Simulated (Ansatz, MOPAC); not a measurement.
Species: H$_{6}$SiNO$_{3}$, net charge 1, singlet state. SMILES: [NH3+][Si](O)(O)O

Atoms: N1, Si2, O3, O4, O5, H6, H7, H8, H9, H10, H11. Bonds: N1-Si2, N1-H6, N1-H7, N1-H8, Si2-O3, Si2-O4, Si2-O5, O3-H9, O4-H10, O5-H11.

Bond lengths (Å) and angles (degrees) optimised at PM6 with MOPAC; MNDO with MOPAC; HF/STO-3G with Ansatz (a first-principles code); PBE/6-31G* with Ansatz; B3LYP/LANL2DZ with Ansatz; B3LYP/6-31G* with Ansatz, each started from the B3LYP-D3(BJ)/def2-TZVP structure (Ansatz) of the last column. A row stands for all coordinates that are equal there. 6-31G* holds six Cartesian d functions. No wavenumbers were computed at MNDO, HF/STO-3G, PBE/6-31G*, B3LYP/LANL2DZ, so these may be saddle points.

```json
[
 {"coordinate": "N1-Si2", "PM6": "1.882", "MNDO": "1.894", "HF/STO-3G": "1.879", "PBE/6-31G*": "1.903", "B3LYP/LANL2DZ": "1.872", "B3LYP/6-31G*": "1.893", "B3LYP-D3(BJ)/def2-TZVP": "1.876"},
 {"coordinate": "N1-H6", "PM6": "1.035", "MNDO": "1.018", "HF/STO-3G": "1.036", "PBE/6-31G*": "1.034", "B3LYP/LANL2DZ": "1.030", "B3LYP/6-31G*": "1.027", "B3LYP-D3(BJ)/def2-TZVP": "1.022"},
 {"coordinate": "Si2-O3", "PM6": "1.535", "MNDO": "1.620", "HF/STO-3G": "1.632", "PBE/6-31G*": "1.631", "B3LYP/LANL2DZ": "1.628", "B3LYP/6-31G*": "1.617", "B3LYP-D3(BJ)/def2-TZVP": "1.601"},
 {"coordinate": "O3-H9", "PM6": "0.915", "MNDO": "0.932", "HF/STO-3G": "0.980", "PBE/6-31G*": "0.977", "B3LYP/LANL2DZ": "0.964", "B3LYP/6-31G*": "0.969", "B3LYP-D3(BJ)/def2-TZVP": "0.962"},
 {"coordinate": "N1-Si2-O3", "PM6": "103.7", "MNDO": "102.8", "HF/STO-3G": "100.9", "PBE/6-31G*": "100.4", "B3LYP/LANL2DZ": "99.5", "B3LYP/6-31G*": "100.8", "B3LYP-D3(BJ)/def2-TZVP": "101.1"},
 {"coordinate": "O3-Si2-O4", "PM6": "114.6", "MNDO": "115.3", "HF/STO-3G": "116.5", "PBE/6-31G*": "116.8", "B3LYP/LANL2DZ": "117.3", "B3LYP/6-31G*": "116.6", "B3LYP-D3(BJ)/def2-TZVP": "116.4"},
 {"coordinate": "Si2-N1-H6", "PM6": "111.5", "MNDO": "112.8", "HF/STO-3G": "112.4", "PBE/6-31G*": "111.3", "B3LYP/LANL2DZ": "110.7", "B3LYP/6-31G*": "111.4", "B3LYP-D3(BJ)/def2-TZVP": "111.4"},
 {"coordinate": "Si2-O3-H9", "PM6": "169.1", "MNDO": "131.1", "HF/STO-3G": "112.8", "PBE/6-31G*": "120.2", "B3LYP/LANL2DZ": "144.3", "B3LYP/6-31G*": "122.5", "B3LYP-D3(BJ)/def2-TZVP": "125.2"},
 {"coordinate": "H6-N1-H7", "PM6": "107.3", "MNDO": "105.9", "HF/STO-3G": "106.4", "PBE/6-31G*": "107.6", "B3LYP/LANL2DZ": "108.2", "B3LYP/6-31G*": "107.5", "B3LYP-D3(BJ)/def2-TZVP": "107.4"}
]
```

Mean signed difference of all 10 bond lengths from B3LYP-D3(BJ)/def2-TZVP: PM6 -0.030 Å, MNDO -0.003 Å, HF/STO-3G 0.019 Å, PBE/6-31G* 0.020 Å, B3LYP/LANL2DZ 0.010 Å, B3LYP/6-31G* 0.010 Å.
